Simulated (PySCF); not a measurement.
PySCF was given this input:
```python
from pyscf import gto, scf, dft

mol = gto.Mole()
mol.atom = '''
    Te    0.32832407   -0.46220644    0.83491162
    N     1.45257606    0.52410841   -0.51029839
    C     1.16022186    1.92896221   -0.69902074
    C     1.69900607   -0.14611020   -1.76952088
    H     2.00512963    2.40104171   -1.20607930
    H     0.25953720    2.09019852   -1.30309381
    H     1.02177866    2.40311993    0.27213072
    H     0.82909694   -0.11165901   -2.43508475
    H     2.53841186    0.33958966   -2.27248316
    H     1.95399160   -1.18769980   -1.57885405
    O    -1.44294391   -0.59640308   -0.10321787
    Si   -2.39237459    0.45436245   -0.88337170
    H    -2.46774656    1.74393457   -0.19174447
    H    -3.65034680   -0.27896456   -0.89475075
    H    -1.84930888    0.67945298   -2.22915906
'''
mol.basis = 'def2-sv(p)'
mol.ecp = {'Te': 'def2-sv(p)'}
mol.verbose = 4
mol.max_memory = 1800
mol.build()

mf = dft.RKS(mol)
mf.xc = 'pbe0'
mf = mf.density_fit(auxbasis='def2-universal-jkfit')
mf.kernel()
```

Question: Give the Mulliken (on the basis functions themselves) charges in atom order at the level DF-PBE0/def2-SV(P) in PySCF.

Answer: Te1 0.54, N2 -0.55, C3 -0.20, C4 -0.19, H5 0.13, H6 0.13, H7 0.15, H8 0.13, H9 0.13, H10 0.15, O11 -0.65, Si12 0.41, H13 -0.06, H14 -0.04, H15 -0.07

Question: Estimate the total energy that DF-PBE0/def2-SV(P) returns for this input.

Answer: -768.471506 Ha

Question: Predict the HOMO energy from DF-PBE0/def2-SV(P).

Answer: -5.95 eV

Question: What dipole moment does DF-PBE0/def2-SV(P) give?

Answer: 1.83 D

Question: Predict the nuclear repulsion energy from DF-PBE0/def2-SV(P).

Answer: 451.4347 Eh
